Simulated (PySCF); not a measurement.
Run record: geometry optimisation, `C1=C(C2CCCC2)SCC1`.

Method: PBE0-D3(BJ)/def2-SVP geometry optimisation, gas phase (PySCF 2.14.0). Start geometry: GFN2-xTB. The input is one job of a driver script: a line of settings, then coordinates in Å.

Command:
```bash
OMP_NUM_THREADS=1 python probes_run.py task.json out
```

Input:
```
{"job": {"xc": "PBE0", "basis": "def2-SVP", "d3": "d3bj", "grid": 1, "kind": "geom"}, "charge": 0, "multiplicity": 1}
C      1.909403    -0.635011    -0.815409
C      0.861821    -0.146508    -0.161312
C     -0.581126    -0.390305    -0.430750
C     -1.318414    -1.022327     0.757095
C     -2.778716    -0.709978     0.457228
C     -2.734649     0.742954    -0.019337
C     -1.373051     0.903998    -0.717661
S      1.318044     0.908194     1.187793
C      3.063030     0.935460     0.638277
C      3.263053    -0.260185    -0.291113
H      1.823232    -1.301332    -1.657065
H     -0.653707    -1.063633    -1.291428
H     -1.116403    -2.088921     0.847248
H     -1.009639    -0.526215     1.678794
H     -3.137090    -1.361440    -0.342225
H     -3.424162    -0.842883     1.324288
H     -2.792010     1.410456     0.840814
H     -3.564854     0.978577    -0.684132
H     -0.837698     1.763323    -0.314242
H     -1.483869     1.052986    -1.791217
H      3.698207     0.908550     1.520682
H      3.215608     1.881149     0.115551
H      3.689222    -1.109225     0.255424
H      3.952034    -0.007919    -1.099748
```

Output:
```
step   0  E = -748.65695731  max force = 0.013704
step   1  E = -748.65942777  max force = 0.002304
step   2  E = -748.65947444  max force = 0.000486
step   3  E = -748.65948831  max force = 0.000335
optimisation converged
```

Energies in Eh; «max force» is the largest Cartesian gradient component in Eh/bohr.

Q: How much energy does the optimisation release, in kJ/mol?

A: E(step 0) − E(last step) = 0.002531 Eh, which is 6.6 kJ/mol.

Main results: final energy -748.65949 Eh after 3 steps; dipole 1.21 D.

The run took about 5 min of CPU time (one thread, shared machine).
Labels such as C1 count atoms from 1, the log's own numbers from 0.
